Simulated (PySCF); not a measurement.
Spectrum to structure. Method used: TDDFT CAM-B3LYP/def2-SVPD, vertical, gas phase, core orbitals frozen in the response in PySCF. Geometries: PBE0-D3(BJ)/def2-SVP, one conformer each.

```json
{"state": "S1", "E (eV)": "5.69", "λ (nm)": "217.9", "f": "0.0053"}
{"state": "S2", "E (eV)": "5.88", "λ (nm)": "210.9", "f": "0.0038"}
{"state": "S3", "E (eV)": "5.92", "λ (nm)": "209.5", "f": "0.0012"}
{"state": "S4", "E (eV)": "6.19", "λ (nm)": "200.4", "f": "0.011"}
{"state": "S5", "E (eV)": "6.21", "λ (nm)": "199.7", "f": "0.0056"}
{"state": "S6", "E (eV)": "6.26", "λ (nm)": "198.2", "f": "0.0058"}
{"state": "S7", "E (eV)": "6.34", "λ (nm)": "195.6", "f": "0.064"}
{"state": "S8", "E (eV)": "6.56", "λ (nm)": "188.9", "f": "0.028"}
{"state": "S9", "E (eV)": "6.67", "λ (nm)": "185.9", "f": "0.025"}
{"state": "S10", "E (eV)": "6.90", "λ (nm)": "179.7", "f": "0.013"}
```

**Question.** Which structure fits? All have the formula C7H8FNSi.
A. `Fc1cccc(/C=N\[SiH3])c1`
B. `C#C[Si@H](C)N1C=CC=C1F`
C. `CC#CC1=C(F)C=CN1[SiH3]`

**Answer.** B. Its S1, at 5.69 eV, is the highest among the candidates; the nearest of the others has S1 at 5.16 eV. S1 is HOMO→LUMO (84%). Löwdin shares by element: HOMO carbon 79% or more (atoms not listed hold the other 21%); LUMO carbon 54% or more, silicon 18%, hydrogen 6% or more (atoms not listed hold the other 22%). At the same level the other candidates give, for their lowest levels:
- `CC#Cc1c(F)ccn1[SiH3]`: 5.16 eV (f 0.370); 5.19 eV (f 0.000); 5.60 eV (f 0.004); 6.03 eV (f 0.036); 6.05 eV (f 0.000); T1 3.41 eV; HOMO -7.12, LUMO 0.72 eV
- `Fc1cccc(/C=N\[SiH3])c1`: 3.45 eV (f 0.000); 4.89 eV (f 0.094); 5.27 eV (f 0.275); 6.16 eV (f 0.001); 6.42 eV (f 0.129); T1 2.97 eV; HOMO -8.34, LUMO -0.99 eV

Conformer computed: `[CH:1]#[C:2][Si@H:3]([CH3:4])[n:5]1[cH:6][cH:7][cH:8][c:9]1[F:10]`: C2–Si3–N5–C6 -114°.
Triplets come from the Tamm–Dancoff approximation.
